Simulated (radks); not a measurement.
The nuclear charge of the lithium ion Li2+ is varied continuously with 1 electrons held in 1s1. Method: scalar-relativistic Kohn-Sham, r2SCAN, spin-unpolarised, spherical densities, finite nucleus; meta-GGA in the generalised Kohn-Sham scheme; Fermi nuclear charge, rms radius 2.444 fm; without spin polarisation the odd electron is poorly described; computed with a radial shooting solver on a logarithmic mesh with Libxc functionals. By the Hellmann-Feynman theorem dE/dZ = E(electron-nucleus)/Z, the electronic potential at the nucleus (averaged over a nucleus of fixed radius). The scalar-relativistic energy here is not variational (the density holds large components alone), so the two differ by a part that grows with Z.

Z    E (hartree)  E(electron-nucleus)/Z (hartree)  HOMO  e(HOMO) (eV)  <r> HOMO (bohr)
2       -1.88979                         -1.93606    1s       -39.552           0.7832
2.5     -2.98276                         -2.43584    1s       -66.187           0.6211
3       -4.32568                         -2.93589    1s       -99.622           0.5146
3.5     -5.91869                         -3.43615    1s       -139.86           0.4392
4       -7.76187                         -3.93660    1s       -186.91           0.3831

The central difference of E at Z = 3 is -2.936 hartree, to compare with the third column; the second derivative is -1 hartree.
